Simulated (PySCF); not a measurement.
**ORD: `C[Se]/C1=C\CCCCCC1`, C$_{9}$H$_{16}$Se**

Molfile (atoms numbered from 1):
```
C9H16Se
     RDKit          3D

 26 26  0  0  0  0  0  0  0  0999 V2000
    3.3350   -0.8193   -0.6132 C   0  0  0  0  0  0  0  0  0  0  0  0
    1.7647    0.3225   -0.7100 Se  0  0  0  0  0  2  0  0  0  0  0  0
    0.9671   -0.1921    0.9581 C   0  0  0  0  0  0  0  0  0  0  0  0
    0.3164    0.7004    1.7219 C   0  0  0  0  0  0  0  0  0  0  0  0
   -0.2475    1.9810    1.2290 C   0  0  0  0  0  0  0  0  0  0  0  0
   -1.6787    1.6388    0.7477 C   0  0  0  0  0  0  0  0  0  0  0  0
   -1.8167    0.3752   -0.1197 C   0  0  0  0  0  0  0  0  0  0  0  0
   -1.8056   -1.0095    0.5861 C   0  0  0  0  0  0  0  0  0  0  0  0
   -0.6146   -1.9534    0.3478 C   0  0  0  0  0  0  0  0  0  0  0  0
    0.6653   -1.6448    1.1543 C   0  0  0  0  0  0  0  0  0  0  0  0
    3.9792   -0.5263   -1.4533 H   0  0  0  0  0  0  0  0  0  0  0  0
    3.0723   -1.8801   -0.7188 H   0  0  0  0  0  0  0  0  0  0  0  0
    3.8702   -0.6491    0.3300 H   0  0  0  0  0  0  0  0  0  0  0  0
   -0.1417    0.3044    2.6386 H   0  0  0  0  0  0  0  0  0  0  0  0
   -0.2948    2.7666    2.0002 H   0  0  0  0  0  0  0  0  0  0  0  0
    0.3527    2.3715    0.3898 H   0  0  0  0  0  0  0  0  0  0  0  0
   -2.0770    2.5028    0.1891 H   0  0  0  0  0  0  0  0  0  0  0  0
   -2.3314    1.5280    1.6321 H   0  0  0  0  0  0  0  0  0  0  0  0
   -1.0556    0.3890   -0.9190 H   0  0  0  0  0  0  0  0  0  0  0  0
   -2.7799    0.4697   -0.6470 H   0  0  0  0  0  0  0  0  0  0  0  0
   -1.9535   -0.8748    1.6723 H   0  0  0  0  0  0  0  0  0  0  0  0
   -2.7002   -1.5579    0.2485 H   0  0  0  0  0  0  0  0  0  0  0  0
   -0.9284   -2.9853    0.5803 H   0  0  0  0  0  0  0  0  0  0  0  0
   -0.3621   -1.9443   -0.7263 H   0  0  0  0  0  0  0  0  0  0  0  0
    0.4794   -1.8321    2.2260 H   0  0  0  0  0  0  0  0  0  0  0  0
    1.4767   -2.3216    0.8442 H   0  0  0  0  0  0  0  0  0  0  0  0
  1  2  1  0
  2  3  1  0
  3  4  2  0
  4  5  1  0
  5  6  1  0
  6  7  1  0
  7  8  1  0
  8  9  1  0
  9 10  1  0
 10  3  1  0
  1 11  1  0
  1 12  1  0
  1 13  1  0
  4 14  1  0
  5 15  1  0
  5 16  1  0
  6 17  1  0
  6 18  1  0
  7 19  1  0
  7 20  1  0
  8 21  1  0
  8 22  1  0
  9 23  1  0
  9 24  1  0
 10 25  1  0
 10 26  1  0
M  END
```

Method: TDDFT CAM-B3LYP/def2-SVP circular dichroism and optical rotation, one conformer, gas phase in PySCF. Geometry: PBE0-D3(BJ)/def2-SVP.

The calculation is non-relativistic, which matters for the atoms heavier than Zn. States above about 6.9 eV (minus the energy of the highest occupied orbital) lie near or above the ionisation threshold and depend on the basis. No stereocentre is labelled: unless the shape is locked (an allene, a helicene, a hindered biaryl), the mirror image is equally populated and a measured rotation or CD is zero. Singlets 10 and 11 lie within 0.01 eV of each other, so their separate moments and overlaps can depend on how they mix.

(1) What is the specific rotation at 633, 589.3, 546, 436, 405, 365, 355 nm?

(2) And for the mirror image at 589.3 nm?

(3) What is the molar rotation [Φ] = [α]·M/100 of the geometry above at 589.3 nm?

Answers

(1) [α] in deg dm⁻¹ (g/mL)⁻¹:
```csv
λ (nm),origin-invariant length gauge,modified velocity gauge,length gauge (centre of mass),isotropic polarisability (au)
633,-92.7,-95.7,-93.8,121.0
589.3,-108.0,-112.5,-109.3,121.5
546,-127.2,-133.9,-128.7,122.1
436,-204.9,-226.6,-207.1,124.8
405,-236.8,-268.9,-239.2,126.1
365,-278.7,-336.2,-281.4,128.4
355,-285.9,-353.6,-288.6,129.2
```

(2) +108.0 deg dm⁻¹ (g/mL)⁻¹ (origin-invariant length gauge): the same size and the opposite sign.

(3) With M = 203.20 g/mol, -219.5 deg cm² dmol⁻¹ (origin-invariant length gauge).

The first excitation lies at 4.88 eV (254 nm) with R = +15.6 × 10⁻⁴⁰ esu² cm² (velocity form).
